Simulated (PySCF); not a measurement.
## Static response to an electric field

Species: C5H10SSi.
Structure used (PBE0-D3(BJ)/def2-SVP), in Å, numbered top down from 1:
```xyz
17
C5H10SSi angstrom
C     -3.1837    0.0445    0.3923
C     -2.0108   -0.0160   -0.5256
C     -0.7071   -0.0758   -0.1900
C     -0.1664   -0.0931    1.1526
C      1.1421   -0.1537    1.4721
S      2.4408   -0.2260    0.2782
Si     4.1413   -0.2884    1.5860
H     -2.9038    0.0472    1.4542
H     -3.8564   -0.8134    0.2229
H     -3.7843    0.9494    0.1993
H     -2.2483   -0.0118   -1.5957
H      0.0246   -0.1155   -1.0042
H     -0.8652   -0.0543    1.9931
H      1.4386   -0.1603    2.5253
H      4.0877   -1.4819    2.4826
H      4.2185    0.9395    2.4331
H      5.3220   -0.3697    0.6815
```

Level: CAM-B3LYP/def2-SVPD (PySCF), static field, nuclei fixed, core orbitals frozen in the response. The polarisability tensor in these axes (au):

```
x   194.08  -5.22  22.32
y    -5.22  79.69  -0.88
z    22.32  -0.88 101.15
```

What are the eigenvalues, a third of the trace, and Δα (Δα² = ½Σ(αi − αj)² over the three pairs)?

Principal values 79.45, 96.08 and 199.39 au; mean 124.97 au = 18.52 Å³ = 20.61 × 10⁻⁴⁰ C²·m²/J; Δα = 112.56 au (90 % of the mean).

What is the dipole moment, and where does it point?

(-0.56, 0.04, 1.03) D, 1.17 D in size, pointing from the negative to the positive side. Measured along this direction, the outermost atoms are H17 at the negative end and H8 at the positive end.

Directions of the eigenvectors, and the extent of the frame along each?

Largest value along (0.97, -0.04, 0.22), where the nuclei span 9.04 Å; middle along (-0.22, 0.02, 0.98), 3.20 Å; least along (0.05, 1.00, -0.01), 2.43 Å. The response follows the extents in order.

Estimate the molar refractivity from the static electronic polarisability.

Lorentz–Lorenz: R = (4π/3)N_A α = 2.5225 cm³/(mol·Å³) × 18.52 Å³ = 46.7 cm³/mol, in the limit of long wavelengths.

Find the Langevin capture rate constant for NH4+ (18.034 u) meeting this molecule (130.027 u), k = 2.342 × 10⁻⁹ cm³/s × √(α in Å³ / reduced mass in u).

The reduced mass is 15.84 u, so k = 2.53 × 10⁻⁹ cm³/s. The formula leaves out the permanent dipole, which adds to the capture rate.

In a dilute gas of rigid molecules at 350 K, how does the orientational term μ²/3kT compare with the electronic polarisability?

In Gaussian units μ²/3kT = 9.52 Å³ against 18.52 Å³, a ratio of 0.51; the Debye molar polarisation (4π/3)N_A(α + μ²/3kT) is 70.7 cm³/mol, leaving out the vibrational part.

Geometry: PBE0-D3(BJ)/def2-SVP, one conformer, isolated molecule.
